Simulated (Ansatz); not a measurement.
Consider the ligand exchange at a Ge–N bond: `C[N]([GeH3])[SiH2]O` + `BS` → `B[S][GeH3]` + `CN[SiH2]O`.

Program: Ansatz. Geometries: PBE0-D4/def2-TZVP. ΔE: electronic, gas phase. CBS: MP2 limit from def2 TZ/QZ plus the TZ coupled-cluster correction, frozen cores. This one scheme is used for every species. For Ge outer-core shells are correlated without core-valence functions, which leaves a few kJ/mol of doubt a bond. Scalar relativity is left out up to krypton. Each species was taken in one conformer, which may not be the lowest.

`C[N]([GeH3])[SiH2]O`:

Z-matrix (Å, degrees):
```
C
N 1 1.455
H 1 1.096 2 111.3
H 1 1.094 2 110.4 3 -118.7
H 1 1.098 2 112.8 3 120.9
Ge 2 1.845 1 115.3 3 -53.4
Si 2 1.711 1 121.1 3 136.8
H 6 1.533 2 107.9 1 179.0
H 6 1.541 2 107.9 1 58.3
H 6 1.542 2 109.9 1 -60.0
O 7 1.650 2 116.7 1 88.3
H 7 1.479 2 108.5 1 -155.5
H 7 1.490 2 106.0 1 -33.2
H 11 0.958 7 118.0 2 -71.7
```

`BS`:

```xyz
5

B    -0.493   -0.281    0.119
S     1.139    0.284    0.483
H    -1.019   -0.929    0.970
H    -1.023   -0.024   -0.915
H     1.396    0.949   -0.657
```

`B[S][GeH3]`:

Z-matrix (Å, degrees):
```
Ge
S 1 2.241
H 1 1.534 2 106.5
H 1 1.533 2 108.8 3 -119.6
H 1 1.533 2 108.8 3 119.5
B 2 1.769 1 100.9 3 179.8
H 6 1.193 2 116.5 1 180.0
H 6 1.195 2 121.9 1 -0.0
```

`CN[SiH2]O`:

Cartesian coordinates in Å:
```
C -1.059 0.319 -1.119
N 0.325 0.228 -0.712
Si 0.895 -0.547 0.696
O 0.851 0.296 2.116
H -1.534 1.267 -0.838
H -1.629 -0.487 -0.649
H -1.165 0.197 -2.202
H 0.928 0.891 -1.173
H 2.335 -0.822 0.506
H 0.055 -1.767 0.843
H -0.002 0.426 2.532
```

```json
{"level": "HF/def2-TZVPP", "ΔE (kJ/mol)": "-37.4"}
{"level": "CCSD(T)/def2-TZVPP", "ΔE (kJ/mol)": "-26.6"}
```

(1) What does CCSD(T)/CBS give? (Estimate.)

Largest T1 diagnostic among the species: 0.015.

Answers

(1) Ansatz gave: -29.8 kJ/mol. The listed levels differ from it by -7.6, 3.2 kJ/mol.

In def2-TZVPP, CCSD(T) changes the Hartree–Fock value by +10.9 kJ/mol (the triples alone add +1.0 kJ/mol) and MP2 by +10.1 kJ/mol. The D4 term adds +6.2 kJ/mol with B3LYP and +3.6 kJ/mol with PBE0; it sums over pairs of atoms, weighted by their polarisabilities, and B3LYP, whose exchange is more repulsive, gets the larger term.

B3LYP here is the variant with VWN-RPA as its local correlation; programs differ in this.
